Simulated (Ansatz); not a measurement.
Gas-phase electronic energies from Ansatz, PBE0-D4/def2-TZVP geometries. CBS: MP2 limit from def2 TZ/QZ plus the TZ coupled-cluster correction, frozen cores. Functionals use def2-TZVPP. One conformer a species, not always the lowest.

`[SiH3]C[SiH]1CO1` → `O[Si@H]1C[C@@H]1[SiH3]`  (isomerisation)

```json
{"level": "r2SCAN", "ΔE (kcal/mol)": "-11.8"}
{"level": "SCS-MP2/def2-QZVPP", "ΔE (kcal/mol)": "-13.3"}
```

Problem. What does CCSD(T)/CBS give? (Best estimate.)

Solution. Ansatz gave: -13.3 kcal/mol. The listed levels differ from it by 1.5, 0.0 kcal/mol.

Largest T1 diagnostic among the species: 0.013.

From PBE to PBE0 (25 % exact exchange), in def2-TZVPP and without D4, ΔE moves by −1.9 kcal/mol.
